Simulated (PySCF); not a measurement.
C4H7BF2, SMILES FB1CCC[C@H]1F.

Geometry optimised at PBE-D3(BJ)/def2-SVP. The structure was generated by enumeration; whether it is a known compound was not checked. The values are those of a single conformer.

Calculation: PySCF with TDA-LC-ωPBE/def2-SVPD.

Vertical excitations. Gas-phase values at a fixed geometry.

```csv
state,energy (eV),λ (nm),f,main pairs
S1,5.83,213,0.000,HOMO→LUMO 93 %
S2,7.84,158,0.002,"HOMO−1→LUMO 82 %, HOMO−3→LUMO 13 %"
S3,8.20,151,0.012,"HOMO−4→LUMO 39 %, HOMO−3→LUMO 34 %, HOMO−1→LUMO 8 %, HOMO→LUMO+1 6 %"
S4,8.52,145,0.025,HOMO→LUMO+1 79 %
S5,8.62,144,0.012,"HOMO−3→LUMO 35 %, HOMO−4→LUMO 31 %, HOMO−2→LUMO 26 %"
S6,8.69,143,0.038,"HOMO−2→LUMO 66 %, HOMO−4→LUMO 17 %"
T1,5.12,242,0,HOMO→LUMO 91 %
T2,7.17,173,0,"HOMO−4→LUMO 38 %, HOMO−3→LUMO 38 %, HOMO−1→LUMO 6 %"
```
Triplets are in the Tamm–Dancoff approximation.
